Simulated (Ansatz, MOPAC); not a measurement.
Species: C3H8O (charge 0, singlet). SMILES: CCCO

Atoms: C1, C2, C3, O4, H5, H6, H7, H8, H9, H10, H11, H12. Bonds: C1-C2, C1-H5, C1-H6, C1-H7, C2-C3, C2-H8, C2-H9, C3-O4, C3-H10, C3-H11, O4-H12.

Bond lengths (Å) and angles (degrees) optimised at MNDO with MOPAC; HF/3-21G with Ansatz (a first-principles code); HF/6-31G* with Ansatz, each started from the B3LYP-D3(BJ)/def2-TZVP structure (Ansatz) of the last column. A row stands for all coordinates that are equal there; 10 of 19 kinds are shown. 6-31G* holds six Cartesian d functions. No wavenumbers were computed at MNDO, so these may be saddle points.

```csv
coordinate,MNDO,HF/3-21G,HF/6-31G*,B3LYP-D3(BJ)/def2-TZVP
C1-C2,1.531,1.539,1.528,1.526
C1-H5,1.109 to 1.114,1.084,1.086,1.093
C1-H7,1.110,1.084,1.085,1.091
C2-C3,1.549,1.525,1.518,1.516
C3-O4,1.397,1.443,1.404,1.426
C3-H10,1.124,1.086,1.089,1.098
O4-H12,0.947,0.966,0.947,0.962
C1-C2-C3,113.9,111.7,112.6,112.3
C2-C3-O4,109.7,106.6,108.2,108.4
C2-C1-H5,111.9,110.9,111.4,111.3
```

A range marks coordinates that this level makes unequal.

Mean signed difference of all 11 bond lengths from B3LYP-D3(BJ)/def2-TZVP: MNDO 0.013 Å, HF/3-21G -0.002 Å, HF/6-31G* -0.008 Å.
